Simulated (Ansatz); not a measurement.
Basis sets compared for `CCC(F)CC(F)CC(F)CC(C)F`. The state is a singlet with charge 0. Geometry r2SCAN-D4/def2-SVP. Ansatz on 4 threads of Arm Neoverse V2 on a shared host; times are rough, and most runs start from earlier orbitals.

```xyz
32

C    -4.7322    0.1555   -0.0822
C    -3.7204    0.5046   -1.1674
C    -2.3436    0.8519   -0.6308
F    -1.5683    1.3177   -1.7008
C    -1.5924   -0.3049    0.0019
C    -0.2248    0.1110    0.5061
F    -0.4080    1.0614    1.5244
C     0.6049   -1.0297    1.0578
C     1.8924   -0.5677    1.7260
F     2.5380   -1.6975    2.2152
C     2.8524    0.2134    0.8361
C     3.0846   -0.3611   -0.5528
C     4.2151    0.3129   -1.2978
F     3.3761   -1.7209   -0.4381
H    -4.4600   -0.7646    0.4586
H    -5.7316   -0.0033   -0.5139
H    -4.8163    0.9662    0.6604
H    -4.0689    1.3777   -1.7446
H    -3.6155   -0.3252   -1.8891
H    -2.4135    1.6819    0.0972
H    -1.4748   -1.1092   -0.7458
H    -2.1711   -0.7149    0.8467
H     0.3090    0.6325   -0.3084
H     0.8571   -1.7335    0.2473
H     0.0156   -1.5920    1.8024
H     1.6385    0.0611    2.5977
H     2.4794    1.2473    0.7307
H     3.8146    0.2751    1.3734
H     2.1555   -0.2930   -1.1514
H     5.1534    0.2202   -0.7292
H     4.3557   -0.1549   -2.2832
H     3.9989    1.3820   -1.4466
```

Binding counts from free atoms (C triplet, F doublet, H doublet) in the same basis, without a counterpoise term.

```csv
level,functions,energy (Eh),HOMO (eV),LUMO (eV),binding per atom (eV),wall time
PBE-D4/def2-SVP,286,-789.7976,-6.89,0.63,4.38,6 s
PBE0-D4/def2-SVP,286,-789.8710,-8.61,1.51,4.31,13 s
```

(1) Estimate the rows for PBE-D4/def2-TZVP, PBE0-D4/def2-TZVP (with forces).

Results:

(1) 
```tsv
level	functions	energy (Eh)	HOMO (eV)	LUMO (eV)	binding per atom (eV)	wall time
PBE-D4/def2-TZVP	542	-790.7087	-7.11	0.13	4.32	14 s
PBE0-D4/def2-TZVP (with forces)	542	-790.7710	-8.71	0.97	4.25	55 s
```
